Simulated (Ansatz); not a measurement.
Reaction (SMILES): [AsH2] (AsH2) → [AsH2-] (an electron is taken up)
B3LYP-D3(BJ)/def2-TZVP geometries, fixed; electronic energies without zero-point terms; positive where energy is released.
Largest species:
```xyz
3

As    -0.0239    -0.0491    -0.0281
H     -0.0021     1.4525    -0.3209
H      0.7904     0.1673     1.2490
```
Charge 0, spin multiplicity 2.

How fast the adiabatic electron affinity converges with the basis for several methods (Ansatz, a quantum-chemistry and plane-wave program): deviation from each method's own reference, in eV. References: CCSD(T) 1.293 eV, Hartree-Fock in aug-cc-pVQZ plus the correlation part extrapolated as X^-3 from aug-cc-pVTZ and aug-cc-pVQZ; HF 0.187 eV, the value in aug-pcseg-3; MP2 1.290 eV, Hartree-Fock in aug-cc-pVQZ plus the correlation part extrapolated as X^-3 from aug-cc-pVTZ and aug-cc-pVQZ; PBE 1.274 eV, the value in aug-cc-pV5Z; PBE0 1.199 eV, the value in aug-cc-pV5Z; r2SCAN 1.182 eV, the value in aug-cc-pV5Z. Cartesian d functions, on some or all atoms, in 3-21G, 6-31G*, 6-31G**; all else is spherical. In correlated methods cores are frozen (with 3d on Ga to Br). Open shells are unrestricted. No added dispersion term, no relativity. 

```
basis       functions  CCSD(T)      HF     MP2     PBE    PBE0  r2SCAN
----------  ---------  -------  ------  ------  ------  ------  ------
pcseg-0            26   -1.475  -0.460  -1.447  -0.850  -0.662  -0.669
3-21G              27   -1.438  -0.484  -1.425  -0.822  -0.660  -0.625
def2-SV(P)         36   -1.086  -0.525  -1.064  -0.726  -0.608  -0.610
cc-pVDZ            37   -1.043  -0.514  -1.020  -0.690  -0.580  -0.575
6-31G*             39   -0.897  -0.333  -0.879  -0.500  -0.409  -0.411
6-31G**            45   -0.875  -0.333  -0.857  -0.493  -0.403  -0.400
def2-SVPD          54   -0.700  -0.399  -0.712  -0.510  -0.431  -0.427
cc-pVTZ            71   -0.404  -0.203  -0.421  -0.267  -0.212  -0.198
```
